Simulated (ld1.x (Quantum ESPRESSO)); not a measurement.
## Building the PAW potential for Mo (Z = 42) (PBE, scalar-relativistic).

Input for ld1.x (Quantum ESPRESSO) 7.5:

```
&input
   title='Mo', zed=42., rel=1, dft='PBE', iswitch=3,
   config='[Kr] 4d5 5s0 5p0',
   nld=3, rlderiv=3.30, eminld=-3.0, emaxld=5.0, deld=0.02
 /
 &inputp
   pseudotype=3, lpaw=.true., tm=.true., lloc=-1, rcloc=2.55,
   nlcc=.true., rcore=1.25,
   which_augfun='BESSEL', rmatch_augfun=1.85,
   file_pseudopw='Mo.UPF', file_wfcaegen='ae.wfc', file_wfcncgen='nc.wfc', file_beta='beta', file_chi='chi', file_wfcusgen='us.wfc'
 /
6
5S  1  0   0.00   0.00  1.80  2.10  0.0
5S  1  0   0.00  -0.35  1.80  2.10  0.0
5P  2  1   0.00   0.00  2.35  3.05  0.0
5P  2  1   0.00   2.15  2.35  3.05  0.0
4D  3  2   5.00   0.00  1.60  1.85  0.0
4D  3  2   0.00   0.10  1.60  1.85  0.0
 &test
   configts(1)='4d5 5s0 5p0'
 /
```

Command:

```bash
ld1.x < Mo.in > Mo.out
```

Resulting log (shortened: banner, matrices, multipoles, cross overlaps and the repeated all-electron block are left out):

```
Program LD1 v.7.5
     --------------------------- All-electron run ----------------------------

     Mo
     scalar relativistic calculation

     atomic number is 42.00
     dft =PBE   lsd =0 sic =0 latt =0  beta=0.20 tr2=1.0E-14
     Exchange-correlation= PBE
                           (   1   4   3   4   0   0   0)
     mesh =1229 r(mesh) = 100.71859 a.u. xmin = -7.00 dx = 0.01250
     1 Ry =  13.60569312 eV, c = 137.03599908

     n l     nl                  e(Ry)          e(Ha)          e(eV)
     1 0     1S 1( 2.00)     -1457.4386      -728.7193    -19829.4622
     2 0     2S 1( 2.00)      -206.2591      -103.1296     -2806.2980
     2 1     2P 1( 6.00)      -184.4406       -92.2203     -2509.4421
     3 0     3S 1( 2.00)       -35.5165       -17.7583      -483.2266
     3 1     3P 1( 6.00)       -28.3659       -14.1829      -385.9374
     4 0     4S 1( 2.00)        -5.2268        -2.6134       -71.1139
     4 1     4P 1( 6.00)        -3.3287        -1.6643       -45.2888
     3 2     3D 1(10.00)       -16.7330        -8.3665      -227.6640
     4 2     4D 1( 5.00)        -0.7654        -0.3827       -10.4139
     5 0     5S 1( 0.00)        -0.7224        -0.3612        -9.8285
     5 1     5P 1( 0.00)        -0.4342        -0.2171        -5.9078

     final scf error:  7.6E-15 reached in  26 iterations

     Etot =   -8096.737397 Ry,   -4048.368698 Ha, -110161.724320 eV

     Ekin =    8348.452499 Ry,    4174.226250 Ha,  113586.482755 eV
     Encl =  -19493.232400 Ry,   -9746.616200 Ha, -265218.938004 eV
     Eh   =    3294.698294 Ry,    1647.349147 Ha,   44826.653923 eV
     Exc  =    -246.655791 Ry,    -123.327895 Ha,   -3355.922994 eV

     normalization and overlap integrals

     s(1S/1S) =  1.000000  <r> =   0.0352  <r2> =    0.0017  r(max) =   0.0229
     s(2S/2S) =  1.000000  <r> =   0.1537  <r2> =    0.0279  r(max) =   0.1303
     s(2P/2P) =  1.000000  <r> =   0.1339  <r2> =    0.0219  r(max) =   0.1041
     s(3S/3S) =  1.000000  <r> =   0.4289  <r2> =    0.2107  r(max) =   0.3819
     s(3P/3P) =  1.000000  <r> =   0.4306  <r2> =    0.2158  r(max) =   0.3771
     s(4S/4S) =  1.000000  <r> =   1.1086  <r2> =    1.3939  r(max) =   0.9874
     s(4P/4P) =  1.000000  <r> =   1.2388  <r2> =    1.7618  r(max) =   1.0777
     s(3D/3D) =  1.000000  <r> =   0.4153  <r2> =    0.2074  r(max) =   0.3246
     s(4D/4D) =  1.000000  <r> =   1.8922  <r2> =    4.3976  r(max) =   1.3838
     s(5S/5S) =  1.000000  <r> =   3.2673  <r2> =   12.1075  r(max) =   2.7866
     s(5P/5P) =  1.000000  <r> =   4.1847  <r2> =   19.9276  r(max) =   3.5336

     ------------------------ End of All-electron run ------------------------

     --------------------- Generating PAW atomic setup --------------------

      Generating local potential from pseudized AE potential:
      Matching radius rcloc =   2.5500

      Local pseudo, rcloc= 2.553 Estimated cut-off energy=     3.63 Ry

      Computing core charge for nlcc:

       r > 1.25 : true rho core
       r < 1.25 : rho core = a sin(br)/r    a=   9.16  b=   1.94

      Integrated core pseudo-charge :   9.37
      Wfc-us  5S rcutus= 2.090  Estimated cut-off energy=    26.76 Ry
      Wfc-us  5S rcutus= 2.090  Estimated cut-off energy=    27.10 Ry
      Wfc-us  5P rcutus= 3.041  Estimated cut-off energy=     7.81 Ry
      Wfc-us  5P rcutus= 3.041  Estimated cut-off energy=    13.96 Ry
      Wfc-us  4D rcutus= 1.845  Estimated cut-off energy=    33.47 Ry
      Wfc-us  4D rcutus= 1.845  Estimated cut-off energy=    36.87 Ry

     Required augmentation: BESSEL   radius:    1.850000
     Suggested rho cutoff for augmentation:  28.46 Ry

     Estimated PAW energy = -255.713230 Ryd

     ------------------- End of pseudopotential generation -------------------

     Computing logarithmic derivative in   3.29894

       Warning: n=1, l=0 expected 0 nodes, found 1
       Setting wfc to zero for this iteration
       (This warning will only be printed once per wavefunction)

       Zero norm: self consistency problem; state:  2 (l=  0, j=0.0)
     Computing logarithmic derivative in   3.29894
     Computing the partial wave expansion
     R is outside the sphere for l=    0 j= 0.00
     R is outside the sphere for l=    0 j= 0.00
     R is outside the sphere for l=    1 j= 0.00
     R is outside the sphere for l=    1 j= 0.00
     R is outside the sphere for l=    2 j= 0.00
     R is outside the sphere for l=    2 j= 0.00

     ---------------------- Testing the pseudopotential ----------------------

     Mo
     scalar relativistic calculation

     atomic number is 42.00   valence charge is  6.00
     dft = SLA  PW   PBX  PBC   lsd =0 sic =0 latt =0  beta=0.20 tr2=1.0E-14
     mesh =1229 r(mesh) = 100.71859 xmin = -7.00 dx = 0.01250

     n l     nl             e AE (Ry)        e PS (Ry)    De AE-PS (Ry)
     3 2     4D   1( 5.00)       -0.76541       -0.76541        0.00000
     1 0     5S   1( 0.00)       -0.72238       -0.72238        0.00000
     2 1     5P   1( 0.00)       -0.43422       -0.43422        0.00000

     eps = 6.1E-16  iter =  3

     Etot =   -8096.737397 Ry,   -4048.368698 Ha, -110161.724320 eV
     Etotps =  -255.713233 Ry,    -127.856617 Ha,   -3479.155782 eV

     Ekin =      41.471895 Ry,      20.735947 Ha,     564.253872 eV
     Encl =     -62.619346 Ry,     -31.309673 Ha,    -851.979604 eV
     Ehrt =      12.090005 Ry,       6.045002 Ha,     164.492896 eV
     Ecxc =    -246.655787 Ry,    -123.327894 Ha,   -3355.922946 eV
     (Ecc =     -12.242480 Ry,      -6.121240 Ha,    -166.567426 eV)

     ---------------------- End of pseudopotential test ----------------------
```

Note: ghost state, extra bound levels that the all-electron valence spectrum of the same l lacks: s at -68.2 eV. A true bound ghost makes a file unfit for plane-wave use.

Generation and configuration tests took about 4.2 s on one core of a shared server CPU.
